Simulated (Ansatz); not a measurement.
Program: Ansatz. Geometries: PBE0-D4/def2-TZVP. ΔE: electronic, gas phase. CBS: MP2 limit from def2 TZ/QZ plus the TZ coupled-cluster correction, frozen cores. This one scheme is used for every species. Functionals use def2-TZVPP. For Se outer-core shells are correlated without core-valence functions, which leaves a few kJ/mol of doubt a bond. Scalar relativity is left out up to krypton. Each species was taken in one conformer, which may not be the lowest.

`[SiH3]C[SiH2][SeH]` + CH₃OH → `CO[SiH2][SeH]` + `C[SiH3]`  (ligand exchange at the Si–C bond)

| level | ΔE (kcal/mol) |
| --- | --- |
| LDA (SPW92) | -19.0 |
| B97M-V | -22.0 |
| PBE0-D4 | -18.5 |
| BLYP | -23.4 |
| BHLYP | -23.9 |
| CCSD/def2-SVP | -19.6 |
| HF/def2-TZVPP | -25.3 |
| CCSD/CBS(def2) | -20.7 |

Question: What does CCSD(T)/CBS give? (An estimate is asked.)

Answer: Ansatz gave: -20.1 kcal/mol. The listed levels differ from it by 1.1, -1.9, 1.6, -3.3, -3.8, 0.5, -5.2, -0.6 kcal/mol.

Largest T1 diagnostic among the species: 0.010.

In def2-TZVPP, CCSD(T) changes the Hartree–Fock value by +4.9 kcal/mol (the triples alone add +0.6 kcal/mol) and MP2 by +4.9 kcal/mol. At CCSD(T), def2-SVP lies +0.8 kcal/mol from the extrapolated value and def2-TZVPP −0.3 kcal/mol.
